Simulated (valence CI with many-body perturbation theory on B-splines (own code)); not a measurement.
**E1 transitions of Kr VI**

Level of theory: valence CI with perturbative core correlation (CI+MBPT): three valence electrons over a frozen Dirac-Fock core [Ar] 3d10, radial functions for each j: 11 s, 11 p, 10 d, 8 f, 5 g, 2 h, with the one-electron correlation potential Σ1, the two-electron term Σ2, the three-electron term Σ3, Breit, model QED; selected CI, second order for the rest, scaled by the run's own slope (own B-spline code, finite nucleus).

Against 40 measured levels this calculation errs by 204 cm⁻¹ on average and by 839 at most. These come from a selection out of Saloman, J. Phys. Chem. Ref. Data 36, 215 (2007). Levels without a partner in it may be off by more. 3 measured levels below the end of the list, from 390595 cm⁻¹ on, found no clear computed partner, and computed levels of the same name lie up to 2891 cm⁻¹ from them.

Lines 201 to 250 of 589 in falling wavelength, among levels below 551630 cm⁻¹, chosen from the strongest by gf and those to the six lowest levels. Wavelengths and rates use the calculated energies, so an error of 200 cm⁻¹ moves a line at 980.5 Å by 0.2 % and its rate by three times that or more. Electric multipoles are in the length gauge, E1 and E2 with the static RPA response of the core. Weak lines are less certain than strong ones. Lines between different terms over intervals too small for the method are left out, as are lines whose strength nearly cancels. Where a level lies close to another of its J and parity, the split of strength between their lines is uncertain. The highest levels of a list are the least certain.

Names give the largest LS component (configuration and term), which can be under half, so a name can repeat, a term be missing and a line seem to break the LS rules; names also repeat where a configuration has a term twice. Letters in brackets count levels of one name in rising energy.

```
λ vac (Å)  λ from measured levels                 Upper                 Lower   A (s⁻¹)  S (a.u.)
     1009                              4s 4p 6s 4P°_3/2       4s 4p 5p 4D_5/2  1.01e+09  2.05e+00
     1005                              4s 4p 6s 4P°_5/2       4s 4p 5p 4D_7/2  1.93e+09  5.81e+00
    997.6                           4s 4p 5p 2D_3/2 [b]  4s 4p 4d 2D°_5/2 [b]  4.34e+08  8.50e-01
    997.2                           4s 4p 5p 2D_3/2 [a]  4s 4p 4d 2F°_5/2 [a]  1.04e+09  2.04e+00
    985.2                           4s 4p 5p 2P_1/2 [b]  4s 4p 4d 2D°_3/2 [b]  9.96e+08  9.40e-01
    984.9                              4s 4p 6s 2P°_1/2   4s 4p 5p 2P_1/2 [a]  9.96e+08  9.39e-01
    980.5                   980.4        4s2 5p 2P°_1/2         4s2 4d 2D_3/2  1.88e+09  1.75e+00
    979.5                           4s 4p 5p 2P_3/2 [b]  4s 4p 4d 2D°_5/2 [b]  6.79e+08  1.26e+00
    978.8                              4s 4p 6s 4P°_1/2       4s 4p 5p 4D_1/2  1.18e+09  1.09e+00
    965.4                   965.1        4s2 5p 2P°_3/2         4s2 4d 2D_5/2  1.73e+09  3.07e+00
    939.2                           4s 4p 4f 2G_9/2 [a]  4s 4p 4d 2F°_7/2 [b]  4.25e+08  1.74e+00
    933.2                   931.4         4s 4p2 4P_5/2        4s2 4p 2P°_3/2  1.08e+07  2.59e-02
    901.5                               4s 4p 5p 4D_7/2      4s 4p 4d 4D°_7/2  3.92e+08  1.14e+00
    900.6                               4s 4p 5p 4P_1/2      4s 4p 4d 4D°_1/2  1.13e+09  8.17e-01
    897.2                           4s 4p 5p 2P_3/2 [a]      4s 4p 4d 4P°_5/2  9.86e+08  1.41e+00
    895.9                                 4s2 5g 2G_9/2  4s 4p 4d 2F°_7/2 [a]  3.91e+08  1.39e+00
    893.9                               4s 4p 5p 4P_1/2      4s 4p 4d 4D°_3/2  1.26e+09  8.87e-01
    891.9                               4s 4p 5p 4P_5/2      4s 4p 4d 4D°_5/2  8.80e+08  1.85e+00
    891.4                                 4s2 5g 2G_7/2        4s2 4f 2F°_5/2  1.66e+09  4.63e+00
    889.5                               4s 4p 5p 4P_5/2      4s 4p 4d 4D°_7/2  1.21e+09  2.52e+00
    875.3                                 4s2 5g 2G_9/2        4s2 4f 2F°_7/2  2.40e+09  7.93e+00
    864.2                               4s 4p 5p 4P_3/2      4s 4p 4d 4P°_5/2  8.88e+08  1.13e+00
    862.0                               4s 4p 5p 4S_3/2      4s 4p 4d 4P°_3/2  5.97e+08  7.55e-01
    851.3                                 4p2 4d 2G_7/2        4s2 4f 2F°_5/2  2.75e+09  6.69e+00
    845.4                                 4p2 4d 2G_9/2  4s 4p 4d 2F°_7/2 [a]  6.15e+08  1.83e+00
    827.0                                 4p2 4d 2G_9/2        4s2 4f 2F°_7/2  1.63e+09  4.55e+00
    824.6                   822.6           4p3 2P°_3/2         4s 4p2 2P_3/2  1.12e+09  1.24e+00
    812.4                   810.6           4p3 2P°_1/2         4s 4p2 2P_1/2  1.30e+09  6.90e-01
    798.1                               4s 4p 5p 4D_1/2      4s 4p 4d 4F°_3/2  2.22e+09  1.12e+00
    794.2                               4s 4p 5p 4D_3/2      4s 4p 4d 4F°_5/2  1.89e+09  1.87e+00
    786.7                               4s 4p 5p 4D_5/2      4s 4p 4d 4F°_7/2  2.24e+09  3.23e+00
    777.7                               4s 4p 5p 4D_7/2      4s 4p 4d 4F°_9/2  2.40e+09  4.46e+00
    751.8                             4p2 4d 2D_5/2 [a]  4s 4p 4d 2P°_3/2 [a]  6.73e+08  8.46e-01
    749.4                   748.7         4s 4p2 2D_3/2        4s2 4p 2P°_3/2  3.28e+07  2.73e-02
    749.0                             4p2 4d 2P_3/2 [a]  4s 4p 4d 2D°_5/2 [a]  9.37e+08  7.78e-01
    745.1                   744.4           4p3 2D°_3/2         4s 4p2 2D_3/2  8.62e+08  7.04e-01
    743.6                   742.8         4s 4p2 2D_5/2        4s2 4p 2P°_3/2  8.51e+08  1.04e+00
    739.8                   738.9           4p3 2D°_5/2         4s 4p2 2D_5/2  1.42e+09  1.70e+00
    735.9                   735.3  4s 4p 4d 2F°_7/2 [a]         4s2 4d 2D_5/2  4.79e+08  7.53e-01
    734.1                   733.2           4p3 2D°_5/2         4s 4p2 2D_3/2  1.43e+08  1.68e-01
    729.4                   729.3           4p3 4S°_3/2         4s 4p2 2D_3/2  1.82e+08  1.39e-01
    723.4                           4s 4p 4f 2G_7/2 [b]  4s 4p 4d 2F°_5/2 [b]  3.54e+09  5.30e+00
    719.1                             4p2 4d 2D_5/2 [c]  4s 4p 4d 2P°_3/2 [b]  7.98e+08  8.79e-01
    718.7                           4s 4p 4f 2G_7/2 [b]  4s 4p 4d 2F°_7/2 [b]  6.02e+08  8.82e-01
    717.9                             4p2 4d 2P_3/2 [c]  4s 4p 4d 2P°_1/2 [a]  8.29e+08  6.06e-01
    716.3                           4s 4p 4f 2F_5/2 [a]  4s 4p 4d 2D°_3/2 [a]  1.15e+09  1.25e+00
    711.5                           4s 4p 4f 2F_7/2 [c]  4s 4p 4d 2F°_5/2 [b]  1.10e+09  1.56e+00
    710.0                           4s 4p 5p 2D_5/2 [b]        4s2 4f 2F°_7/2  8.13e+08  8.62e-01
    708.0                           4s 4p 4f 2G_9/2 [b]  4s 4p 4d 2F°_7/2 [b]  5.35e+09  9.37e+00
    706.5                   705.9         4s 4p2 2D_3/2        4s2 4p 2P°_1/2  1.07e+09  7.42e-01
```
